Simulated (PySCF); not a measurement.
An unknown shows these calculated signals:

¹H NMR (300 MHz, computed): δ 5.31 (m, 1H), 5.07 (s, 1H), 4.94 (m, 1H), 4.88 (m, 1H), 4.87 (m, 1H), 4.85 (m, 1H), 4.81 (m, 1H).

¹³C{¹H} NMR (computed): δ 120.6 (C), 82.2 (CH2), 81.3 (CH2), 79.7 (CH2), 75.7 (CH), 47.3 (C).

- geometry: GFN2-xTB
- GIAO PBE0/pcSseg-1 shieldings
- program: PySCF
- isolated molecule, one computed conformer, relativity neglected

Shifts are taken against calculated references (same method and geometry level): ¹H (σ = 31.72 ppm), ¹³C (σ = 186.93 ppm) vs TMS.

Q: Which of these does the molecule contain: a nitrile, a ketone, an NH or NH2 group, a carboxylic acid?

A: 
- A nitrile: yes (δC 120.6).
- A ketone: no.
- An NH or NH2 group: no.
- A carboxylic acid: no.

The data belong to SMILES N#C[C@H]1OCC12COC2, C₆H₇NO₂; they needn't prove each group on their own.

Carbon signals by region: 1 in the sp2 and nitrile region (100–160 ppm), 4 at 50–100 ppm, 1 below 50 ppm.

Shifts are as computed. Against solution values, carbons near 30 ppm lie about +3 ppm off and those near 130 ppm about +5 ppm. Of 1211 compounds with measured shifts, 218 miss one by over three times the rms of a fit or turn the order of signals round; such compounds aren't used in these exercises. No couplings were computed; multiplicities are counted from neighbouring protons, with m where these are inequivalent, close in shift, in a saturated or five-membered ring or joined by F or P, and br s for small geminal =CH2 splittings.
